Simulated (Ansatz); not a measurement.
AlH3 (SMILES [AlH3]) moved off its minimum; all values from Ansatz (a first-principles code), cores frozen in correlated methods.
(charge 0, multiplicity 1)
```xyz
4

Al    -0.0961     0.0179     0.0126
H      0.7491    -0.5384     1.3959
H     -0.1395     1.5479    -0.2484
H     -0.2848    -1.0625    -1.0987
```

Task: Give the forces (eV/Å), the total energy and the dipole at CCSD(T)/aug-cc-pV(T+d)Z.

Result: 
```json
[
 {"atom": "Al1", "Fx": "1.587", "Fy": "-0.719", "Fz": "1.139"},
 {"atom": "H2", "Fx": "-0.882", "Fy": "0.462", "Fz": "-0.895"},
 {"atom": "H3", "Fx": "-0.328", "Fy": "0.370", "Fz": "-0.036"},
 {"atom": "H4", "Fx": "-0.377", "Fy": "-0.113", "Fz": "-0.208"}
]
```
Energy -243.7595 hartree, dipole 1.02 D.
